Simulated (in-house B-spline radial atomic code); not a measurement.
Se⁴⁺. Computed with a B-spline radial atomic code. Model: all-electron spherical atom, spin shells full or empty, radial basis limit, no spin-orbit coupling, Breit or QED, empty-state partial waves extrapolated as (l+1/2)^-4, RPA, G0W0 and static COHSEX of the highest shell as one setting changes (uncorrelated shells keep exact exchange).

Empty levels are discrete states of a finite basis, so the steps are uneven.

Given: element Se; charge 4; filled core Ar; hamiltonian one-electron scalar X2C; mean-field start Hartree-Fock; highest l of empty states 9; nuclear rms radius 4.14 fm; lowest nl shells left uncorrelated 0; highest mean-field shell 4s; box radius 11.96 bohr.

Shell: 3d 5 5, 4s 1 1 (electrons up and down).

| highest empty level kept (hartree) | RPA correlation energy (hartree) | G0W0 level (eV) | G0W0 minus most complete (meV) | COHSEX level (eV) | linearised minus solved G0W0 (meV) |
| --- | --- | --- | --- | --- | --- |
| 8.33 | -0.44879 | -67.398 | 337.3 | -68.649 | 0.5 |
| 16.67 | -0.71836 | -67.541 | 193.9 | -68.916 | 0.6 |
| 29.17 | -0.96569 | -67.608 | 126.5 | -69.062 | 0.6 |
| 50 | -1.2232 | -67.655 | 79.5 | -69.188 | 0.7 |
| 83.33 | -1.4329 | -67.686 | 49.3 | -69.277 | 0.7 |
| 150 | -1.6499 | -67.708 | 27 | -69.344 | 0.7 |
| 250 | -1.7964 | -67.719 | 15.7 | -69.379 | 0.7 |
| 500 | -1.9233 | -67.727 | 7.8 | -69.404 | 0.7 |
| 1000 | -2.0116 | -67.731 | 3.5 | -69.416 | 0.7 |
| 2083.3 | ? | ? | ? | ? | ? |
| 5000 | ? | ? | ? | ? | ? |
| 16667 | -2.1101 | -67.735 | 0 | -69.426 | 0.7 |

(1) What follows for highest empty level kept = 2083.3?

(2) What follows for highest empty level kept = 5000?

Answers

(1) RPA correlation energy -2.0636 hartree; G0W0 level -67.733 eV; G0W0 minus most complete 1.7 meV; COHSEX level -69.421 eV; linearised minus solved G0W0 0.7 meV.

(2) RPA correlation energy -2.0992 hartree; G0W0 level -67.735 eV; G0W0 minus most complete 0.4 meV; COHSEX level -69.425 eV; linearised minus solved G0W0 0.7 meV.
